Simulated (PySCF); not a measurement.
Bond stretch in SMILES F[SiH3] (H3FSi). The Si1–H5 bond (Si1 also carries F, H, H; H5 carries nothing else) is varied alone, starting from the PBE0/def2-TZVP optimised geometry.

Levels of theory: CASSCF(2,2)/cc-pVDZ (PySCF); RHF/STO-3G = PySCF with restricted Hartree-Fock/STO-3G; UCCSD(T) = CCSD(T) on UHF/cc-pVDZ, 6 core orbitals frozen (PySCF 2.14.0).

Energies relative to the lowest point of each curve near equilibrium, in kJ/mol:

| R / Å | CASSCF(2,2) | RHF/STO-3G |
|---|---|---|
| 1.32 | 36.7 | 16.6 |
| 1.39 | 12.6 | 0.7 |
| 1.45 | 2.4 | 0.0 |
| 1.48 | 0.3 | 3.3 |
| 1.52 | 0.0 | 11.0 |
| 1.56 | 2.2 | 21.9 |
| 1.72 | 28.5 | 89.2 |
| 1.99 | 102.6 | 248.8 |
| 2.44 | 225.6 | 529.0 |
| 3.95 | 359.5 | 1014.6 |
| 4.39 | 362.4 | 1057.4 |
| 5.18 | 363.5 | 1098.3 |

Question: Predict the corresponding UCCSD(T) column.

Answer: 1.32: 31.5; 1.39: 9.5; 1.45: 1.2; 1.48: 0.0; 1.52: 0.9; 1.56: 4.3; 1.72: 35.3; 1.99: 116.9; 2.44: 251.6; 3.95: 392.8; 4.39: 393.9; 5.18: 394.4 (kJ/mol).

The restricted form behind RHF/STO-3G keeps the bonding electrons paired and can't separate into open-shell fragments. The unrestricted determinant behind UCCSD(T) is spin-contaminated at 2.23 to 5.18 Å (<S²> up to 1.0, against 0.00 for a pure singlet).
